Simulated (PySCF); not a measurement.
SMILES FB(C#C)F, PBE0/def2-SVP optimised geometry. Atoms within 1.6 Å of the plane z = 0.6 Å (x, y, z in Å): B1 (0.33, 1.05, 0.00), C2 (-0.46, -0.25, 0.00), C3 (-1.09, -1.30, 0.00), H4 (-1.64, -2.22, -0.01), F5 (1.64, 1.05, 0.00), F6 (-0.29, 2.22, 0.00).

Computed with PBE0/def2-TZVP (PySCF).

Map of the electron localisation function on the plane z = 0.6 Å:

```
|0000000000000000000000000000000|
|0000000000000000000000000000000|
|0000000000000000000000000000000|
|0000000000000011000000000000000|
|0000000000001233210000000000000|
|0000000000023566420000000000000|
|0000000000146787630000000000000|
|0000000000257888630001100000000|
|0000000000257888620023320000000|
|0000000000136777510356531000000|
|0000000000002456313678752000000|
|0000000000000122016788863100000|
|0000000000001343126788863100000|
|0000000011235788523678752000000|
|0000000134556799831256531000000|
|0000001346677778730023320000000|
|0000001357787667640000100000000|
|0000001357888877641000000000000|
|0000001356788887641000000000000|
|0000001356667887642000000000000|
|0000001467766777642000000000000|
|0000002688876665531000000000000|
|0000004899987544320000000000000|
|0000005899996432110000000000000|
|0000004899986211000000000000000|
|0000001689873100000000000000000|
|0000000145521000000000000000000|
|0000000000000000000000000000000|
|0000000000000000000000000000000|
|0000000000000000000000000000000|
|0000000000000000000000000000000|
```
Scale: ten equal steps from 0.000 (start of '0') to 0.975 (end of '9'), in the order '0123456789'; x runs from -4.50 to 4.50, y from -4.50 (bottom) to 4.50 (top).
